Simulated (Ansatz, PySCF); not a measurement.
Molecule: CH7Si2, net charge 0, doublet state. It need not be the lowest isomer of its formula. SMILES: [SiH3]C[SiH2]
Structure (B3LYP-D3(BJ)/def2-TZVP (Ansatz, a program for electronic structure) minimum search):
```
C
H 1 1.0934
H 1 1.0934 2 107.13
Si 1 1.8799 2 109.27 3 118.26
H 4 1.4876 1 110.88 2 -177.68
H 4 1.4876 5 109.26 1 122.51
Si 1 1.8837 2 108.71 3 -117.31
H 7 1.4815 1 109.96 2 178.28
H 7 1.4815 8 108.77 1 -120.47
H 7 1.4849 8 108.59 9 -118.01
```
Charge 0, spin multiplicity 2.

Wanted: atomisation energy (electronic, to ground-state atoms), in kcal/mol. Cores are frozen in the correlated levels unless marked. UHF or UKS for open shells. No spin-orbit coupling. Non-relativistic. The coupled-cluster limit lacks core correlation, which all-electron functionals hold. Basis-set limits of correlation are two-point, X^-3; Hartree-Fock from the larger set. The bracket is a focal-point correction in the basis named.

| level | program | atomisation energy (kcal/mol) |
|---|---|---|
| HF-D3(BJ)/def2-TZVPD | PySCF + dftd3 | 613.5 |
| SVWN5/def2-TZVPD | Ansatz | ? |
| BLYP-D4/def2-TZVPD | Ansatz + dftd4 | 735.0 |
| BLYP/def2-TZVPD | Ansatz | 724.3 |
| PBE0/STO-3G | Ansatz | 976.1 |
| PBE0/def2-SVP | Ansatz | 733.4 |
| TPSSh/def2-TZVPD | PySCF | 755.5 |
| r2SCAN0/def2-TZVPD | Ansatz | ? |
| CAM-B3LYP/def2-TZVPD | Ansatz | ? |
| CCSD/cc-pV(D+d)Z | Ansatz | ? |
| CCSD/aug-cc-pV(T+d)Z | Ansatz | 723.1 |
| CCSD/cc-pV(T+d)Z | Ansatz | 719.5 |
| RI-MP2/CBS(aug-cc-pV(T+d)Z,aug-cc-pV(Q+d)Z)+[CCSD(T)-MP2]/aug-cc-pV(T+d)Z | Ansatz | 744.5 |

Task: What belongs in the gaps?

Result: 
- SVWN5/def2-TZVPD, atomisation energy (kcal/mol): 820.5
- r2SCAN0/def2-TZVPD, atomisation energy (kcal/mol): 740.4
- CAM-B3LYP/def2-TZVPD, atomisation energy (kcal/mol): 741.9
- CCSD/cc-pV(D+d)Z, atomisation energy (kcal/mol): 683.9
